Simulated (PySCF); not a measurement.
Geometry (Å), atoms numbered from 1 in this order:
```xyz
20

C    -3.0209   -0.9428   -0.3133
N    -1.8848   -0.7109   -0.7778
C    -1.2402    0.5418   -0.5305
C     0.1179    0.3122    0.1531
C     0.7490    1.6566    0.5033
C     1.0213   -0.5295   -0.7537
C     2.2281   -1.1080   -0.0249
H    -3.4754   -1.9020   -0.5132
H    -3.6029   -0.2317    0.2870
H    -1.8620    1.2170    0.0823
H    -1.0665    1.0103   -1.5047
H    -0.0645   -0.2460    1.0787
H     0.9380    2.2330   -0.4004
H     1.6913    1.5127    1.0250
H     0.0899    2.2348    1.1480
H     1.3590    0.0847   -1.5917
H     0.4231   -1.3474   -1.1577
H     1.9059   -1.7148    0.8189
H     2.8814   -0.3219    0.3460
H     2.8072   -1.7373   -0.6968
```

Geometry: GFN2-xTB; GIAO shifts from PySCF, gas phase, non-relativistic, averaged over equivalent atoms.

At LDA/def2-SVP (163 basis functions, 26 s wall time on 1 thread of an Intel Xeon Platinum 8488C, shared host):
| atoms | δ (ppm) |
| --- | --- |
| C1 | 147.9 |
| C3 | 76.9 |
| C4 | 45.3 |
| C6 | 30.1 |
| C5 | 19.1 |
| C7 | 12.3 |
| N2 | 400.8 |
| H9 | 7.91 |
| H8 | 7.04 |
| H11 | 3.91 |
| H10 | 3.15 |
| H17 | 3.08 |
| H12 | 1.11 |
| H13/H14/H15 | 0.97 |
| H18/H19/H20 | 0.89 |
| H16 | 0.89 |

δ = σ(ref) − σ, references computed at the same level: 13C (σ = 193.30 ppm), 1H (σ = 31.31 ppm) vs TMS; NH3 for 15N (σ = 276.60 ppm).

Problem. Predict the values at LC-wPBE/pcSseg-1 on the same geometry.

Solution. 
| atoms | δ at LC-wPBE/pcSseg-1 | change |
| --- | --- | --- |
| C1 | 159.4 | +11.5 |
| C3 | 72.0 | -4.9 |
| C4 | 40.6 | -4.7 |
| C6 | 28.1 | -2.0 |
| C5 | 19.0 | -0.1 |
| C7 | 13.9 | +1.6 |
| N2 | 416.3 | +15.5 |
| H9 | 7.66 | -0.25 |
| H8 | 7.23 | +0.19 |
| H11 | 3.64 | -0.27 |
| H10 | 3.00 | -0.15 |
| H17 | 2.85 | -0.23 |
| H12 | 0.82 | -0.29 |
| H13/H14/H15 | 1.01 | +0.04 |
| H18/H19/H20 | 1.00 | +0.11 |
| H16 | 0.86 | -0.03 |

References, each an isolated molecule treated in the same way: 13C (191.02 ppm), 1H (31.78 ppm) vs TMS; 15N (269.56 ppm) against NH3.

The largest change is at N2 (imine nitrogen). Cost: 184 basis functions, 46 s wall time on 1 thread of an Intel Xeon Platinum 8488C, shared host. The order of the carbon signals is the same at both levels.

Experimental scales use liquid or dissolved standards, which lie at an offset from isolated NH3 (liquid NH3: subtract about 20 ppm). Unscaled 15N shifts of sp2 nitrogen often come out too high even then, by a few to some tens of ppm.
